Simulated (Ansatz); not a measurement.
```xyz
13

C     0.8460   -0.8479    1.5838
N     0.8469   -0.6996    0.1486
C    -0.0038    0.0482   -0.4375
C    -1.0841    0.8483    0.2532
Ga    0.2266    0.0682   -2.4104
H     1.8285   -0.5484    1.9608
H     0.0752   -0.2881    2.1239
H     0.7400   -1.9111    1.8192
H    -0.6587    1.5643    0.9635
H    -1.6774    1.4083   -0.4703
H    -1.7647    0.1992    0.8134
H     1.3666   -0.7899   -3.0529
H    -0.7411    0.9485   -3.2952
```

Charge 0, multiplicity 1.

(1) List the PBE0/def2-TZVPP orbital energies in eV (the Gaussian-basis code of Ansatz). (Best estimate.)

Answers

(1) Computed: Occupied: -10146.83, -1252.72, -1108.91, -1108.78, -1108.78, -391.28, -279.08, -278.57, -278.18, -150.96, -104.01, -103.67, -103.66, -25.68, -23.09, -22.94, -22.93, -22.79, -22.77, -20.69, -19.35, -14.78, -13.31, -12.61, -12.46, -11.56, -11.53, -10.97, -8.77, -8.29, -8.28, -6.44. Lowest empty: -1.82, 0.46, 1.08, 1.42, 1.92, 2.47, 2.93, 3.23.
